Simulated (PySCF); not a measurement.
Cartesian coordinates in Å; atom numbers follow the order of the lines, from 1:
```xyz
19

C     2.1591    0.4730   -0.9314
C     1.2000   -0.6957   -0.7711
C     0.0172   -0.3871    0.1273
C    -0.9374   -1.5441    0.4168
C    -2.3405   -1.0062    0.4818
C    -2.5381    0.2210    0.0030
S    -1.0322    0.9151   -0.6224
O    -1.0151    0.7828   -2.0798
O    -0.7555    2.2117   -0.0103
H     2.5960    0.7702    0.0346
H     1.6454    1.3508   -1.3503
H     2.9832    0.2131   -1.6111
H     0.8074   -0.9996   -1.7558
H     1.7242   -1.5716   -0.3521
H     0.3388    0.0861    1.0686
H    -0.8791   -2.3056   -0.3816
H    -0.6639   -2.0551    1.3534
H    -3.1523   -1.6241    0.8758
H    -3.4697    0.7808   -0.0856
```

Geometry: PBE0-D3(BJ)/def2-SVP; GIAO absolute shieldings from PySCF, gas phase, non-relativistic, averaged over equivalent atoms.

At PBE0/pcSseg-1 (210 basis functions, 40 s wall time on 1 thread of an Arm Neoverse V2, shared host):
```json
{"atoms": "C6", "σ (ppm)": "39.8"}
{"atoms": "C5", "σ (ppm)": "41.8"}
{"atoms": "C3", "σ (ppm)": "119.2"}
{"atoms": "C4", "σ (ppm)": "147.7"}
{"atoms": "C2", "σ (ppm)": "160.3"}
{"atoms": "C1", "σ (ppm)": "170.4"}
{"atoms": "S7", "σ (ppm)": "151.5"}
{"atoms": "O9", "σ (ppm)": "85.9"}
{"atoms": "O8", "σ (ppm)": "98.3"}
{"atoms": "H19", "σ (ppm)": "24.61"}
{"atoms": "H18", "σ (ppm)": "24.84"}
{"atoms": "H17", "σ (ppm)": "28.67"}
{"atoms": "H15", "σ (ppm)": "28.75"}
{"atoms": "H16", "σ (ppm)": "29.10"}
{"atoms": "H13", "σ (ppm)": "29.42"}
{"atoms": "H14", "σ (ppm)": "29.78"}
{"atoms": "H10/H11/H12", "σ (ppm)": "29.98"}
```

Predict the values at wB97X-D/pcSseg-1 on the same geometry.

Results:


| atoms | σ at wB97X-D/pcSseg-1 | change |
| --- | --- | --- |
| C6 | 39.0 | -0.8 |
| C5 | 40.5 | -1.3 |
| C3 | 118.9 | -0.3 |
| C4 | 148.8 | +1.1 |
| C2 | 160.8 | +0.5 |
| C1 | 170.4 | +0.0 |
| S7 | 146.5 | -5.0 |
| O9 | 91.9 | +6.0 |
| O8 | 104.7 | +6.4 |
| H19 | 24.71 | +0.10 |
| H18 | 24.93 | +0.09 |
| H17 | 28.86 | +0.19 |
| H15 | 28.91 | +0.16 |
| H16 | 29.29 | +0.19 |
| H13 | 29.56 | +0.14 |
| H14 | 29.95 | +0.17 |
| H10/H11/H12 | 30.08 | +0.10 |

The largest change is at O8 (S=O oxygen). Cost: 210 basis functions, 47 s wall time on 1 thread of an Arm Neoverse V2, shared host. The order of the carbon signals is the same at both levels.
